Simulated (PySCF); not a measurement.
**Working out the ionisation energy of Xe²⁺**

Xe²⁺ [Kr] 4d10 5s2 5p4 (3P) → Xe³⁺ [Kr] 4d10 5s2 5p3 (4S). Calculation: PySCF 2.14, in x2c-QZVPPall (13s9p7d4f1g, 112 functions); the spin-free X2C one-electron Hamiltonian (Gaussian nucleus). Frozen: [Kr] 4d10. Energies in hartree (1 hartree = 27.21139 eV):

| part | Xe²⁺ (lower) | Xe³⁺ (upper) |
| --- | --- | --- |
| UHF | -7442.404874 | -7441.325197 |
| CCSD correlation | -0.118470 | -0.085222 |
| (T) | -0.003376 | -0.002302 |

**Question.** What does Hartree-Fock give?

**Answer.** (-7441.325197) − (-7442.404874) = 1.079677 hartree = 29.380 eV.

**Question.** What do CCSD and CCSD(T) give?

**Answer.** The CCSD correlation energies differ by 0.033248 hartree = 0.905 eV and the triples by 0.001074 hartree = 0.029 eV, so CCSD gives 30.285 eV and CCSD(T) 30.314 eV.

A first-order spin-orbit estimate adds 0.449 eV to CCSD(T) (valence), giving 30.763 eV against 31.05 ± 0.04 eV (semi-empirical (NIST evaluation); NIST Atomic Spectra Database, ionization energies).

What remains against the reference includes basis incompleteness, the frozen core and higher excitations.
